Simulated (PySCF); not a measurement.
C2H6Sb, SMILES [CH3][Sb][CH3], multiplicity 2.

The structure is a stationary point at B3LYP-D3(BJ)/def2-SVP. The spin state was assumed, not searched. The isomer is the one that the SMILES or the coordinates give; other isomers of the formula were not compared. The def2 effective core potentials stand for the cores of Sb; spin–orbit coupling is left out.

All values below come from PySCF 2.14.0 with B3LYP-D3(BJ)/def2-SVP.

Frequencies are harmonic and unscaled.

Computed vibrational spectrum:
```json
[
 {"mode": "1", "ν (cm⁻¹)": "99", "IR (km/mol)": "0.0", "moving atoms (share of kinetic energy)": "H 98 %"},
 {"mode": "2", "ν (cm⁻¹)": "112", "IR (km/mol)": "0.1", "moving atoms (share of kinetic energy)": "H 96 %"},
 {"mode": "3", "ν (cm⁻¹)": "169", "IR (km/mol)": "0.6", "moving atoms (share of kinetic energy)": "C 58 %, H 33 %, Sb 9 %"},
 {"mode": "4", "ν (cm⁻¹)": "494", "IR (km/mol)": "23.1", "moving atoms (share of kinetic energy)": "C 72 %, H 17 %, Sb 11 %"},
 {"mode": "5", "ν (cm⁻¹)": "495", "IR (km/mol)": "12.2", "moving atoms (share of kinetic energy)": "C 73 %, H 16 %, Sb 10 %"},
 {"mode": "6", "ν (cm⁻¹)": "703", "IR (km/mol)": "5.8", "moving atoms (share of kinetic energy)": "H 87 %, C 12 %"},
 {"mode": "7", "ν (cm⁻¹)": "704", "IR (km/mol)": "0.0", "moving atoms (share of kinetic energy)": "H 88 %, C 12 %"},
 {"mode": "8", "ν (cm⁻¹)": "711", "IR (km/mol)": "2.3", "moving atoms (share of kinetic energy)": "H 88 %, C 12 %"},
 {"mode": "9", "ν (cm⁻¹)": "828", "IR (km/mol)": "28.4", "moving atoms (share of kinetic energy)": "H 79 %, C 20 %"},
 {"mode": "10", "ν (cm⁻¹)": "1203", "IR (km/mol)": "3.7", "moving atoms (share of kinetic energy)": "H 83 %, C 17 %"},
 {"mode": "11", "ν (cm⁻¹)": "1217", "IR (km/mol)": "0.2", "moving atoms (share of kinetic energy)": "H 84 %, C 16 %"},
 {"mode": "12", "ν (cm⁻¹)": "1428", "IR (km/mol)": "0.0", "moving atoms (share of kinetic energy)": "H 94 %"},
 {"mode": "13", "ν (cm⁻¹)": "1428", "IR (km/mol)": "6.9", "moving atoms (share of kinetic energy)": "H 95 %"},
 {"mode": "14", "ν (cm⁻¹)": "1437", "IR (km/mol)": "1.7", "moving atoms (share of kinetic energy)": "H 95 %"},
 {"mode": "15", "ν (cm⁻¹)": "1439", "IR (km/mol)": "13.1", "moving atoms (share of kinetic energy)": "H 95 %"},
 {"mode": "16", "ν (cm⁻¹)": "3033", "IR (km/mol)": "13.0", "moving atoms (share of kinetic energy)": "H 98 %"},
 {"mode": "17", "ν (cm⁻¹)": "3035", "IR (km/mol)": "12.6", "moving atoms (share of kinetic energy)": "H 98 %"},
 {"mode": "18", "ν (cm⁻¹)": "3135", "IR (km/mol)": "12.9", "moving atoms (share of kinetic energy)": "H 90 %, C 10 %"},
 {"mode": "19", "ν (cm⁻¹)": "3136", "IR (km/mol)": "0.0", "moving atoms (share of kinetic energy)": "H 90 %, C 10 %"},
 {"mode": "20", "ν (cm⁻¹)": "3151", "IR (km/mol)": "9.4", "moving atoms (share of kinetic energy)": "H 90 %, C 10 %"},
 {"mode": "21", "ν (cm⁻¹)": "3151", "IR (km/mol)": "3.0", "moving atoms (share of kinetic energy)": "H 90 %, C 10 %"}
]
```
